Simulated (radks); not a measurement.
Task: Radial electron density D(r) = 4 pi r^2 rho(r) of an atom or ion with 21 electrons. Calculated with a radial shooting solver on a logarithmic mesh with Libxc functionals: scalar-relativistic Kohn-Sham, SCAN, spin-polarised, spherical densities, finite nucleus; meta-GGA in the generalised Kohn-Sham scheme; Fermi nuclear charge, rms radius of each element as measured or else 0.836 A^(1/3) + 0.57 fm.

```
   r/bohr * D(r) (the largest magnitude, 27.6, reaches the edge; | marks zero)
 0.005921 |    *
 0.007772 |       *
   0.0102 |           *
  0.01339 |                 *
  0.01758 |                         *
  0.02307 |                                  *
  0.03028 |                                           *
  0.03975 |                                                  *
  0.05217 |                                                   *
  0.06848 |                                              *
  0.08989 |                                        *
    0.118 |                                      *
   0.1549 |                                             *
   0.2049 |                                                      *
    0.269 |                                                    *
    0.353 |                                   *
   0.4634 |                   *
   0.6082 |               *
   0.7983 |                   *
    1.048 |                  *
    1.375 |          *
    1.805 |    *
     2.37 | *
    3.111 |*
    4.083 *
    5.359 *
    7.034 *
    9.233 *
```

What is the nuclear charge?

Result: Z = 22. The innermost maximum, from 1s, lies near gamma/Z bohr with gamma = sqrt(1 - (Z/c)^2) = 0.987, here 0.0449 bohr (found: 0.0482), and its height grows with Z. The density is that of the titanium ion Ti+ in [Ar] 3d2 4s1; the configuration itself is not fixed sharply by these data, and Z only to about a unit. D(r) has 3 maxima, at r = 0.0482, 0.226, 0.872 bohr, and minima at 0.109, 0.566 bohr, inside which lie 2.14, 10.41 electrons.
